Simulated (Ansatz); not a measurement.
Hf(OH)4 anion (H₄HfO₄), SMILES [Hf]([OH])([OH])([OH])[OH] (connectivity only; charge and spin as stated), charge -1, multiplicity 2.

Coordinates come from a PBE-D3(BJ)/def2-SVPD optimisation. The spin state was assumed, not searched. The isomer is the one that the SMILES or the coordinates give; other isomers of the formula were not compared. The def2 effective core potentials stand for the cores of Hf; spin–orbit coupling is left out. The values are those of a single conformer.

Two levels are set side by side: PBE/def2-SVPD (Ansatz, a first-principles code) and CAM-B3LYP/def2-SVPD (Ansatz). Energy differences of separate SCF runs at the same geometry; the states with an electron removed or added have multiplicity 1. Differences are taken from unrounded values.

```csv
quantity,CAM-B3LYP,PBE,PBE minus CAM-B3LYP
vertical ionisation energy (eV),0.53,0.52,0.00
```

On these quantities the two levels nearly agree.
